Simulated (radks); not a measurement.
The nuclear charge of neutral platinum is varied continuously with 78 electrons held in [Xe] 4f14 5d9 6s1. All-electron calculation, scalar-relativistic Kohn-Sham, PBE, spin-unpolarised, spherical densities, finite nucleus; Fermi nuclear charge, rms radius 5.427 fm. Program: a radial shooting solver on a logarithmic mesh with Libxc functionals. By the Hellmann-Feynman theorem dE/dZ = E(electron-nucleus)/Z, the electronic potential at the nucleus (averaged over a nucleus of fixed radius). The scalar-relativistic energy here is not variational (the density holds large components alone), so the two differ by a part that grows with Z.

| Z | E (hartree) | E(electron-nucleus)/Z (hartree) | HOMO | e(HOMO) (eV) | <r> HOMO (bohr) |
|---|---|---|---|---|---|
| 77.75 | -18262.1741 | -583.472 | 5d | -3.722 | 1.755 |
| 78 | -18409.6796 | -586.400 | 6s | -5.654 | 2.934 |
| 78.25 | -18557.9330 | -589.328 | 6s | -7.641 | 2.827 |
| 78.5 | -18706.9346 | -592.259 | 6s | -9.757 | 2.732 |
| 78.75 | -18856.6854 | -595.193 | 6s | -11.993 | 2.648 |
| 79 | -19007.1863 | -598.129 | 6s | -14.340 | 2.571 |

The central difference of E at Z = 78 is -591.518 hartree, to compare with the third column; the second derivative is -12 hartree.
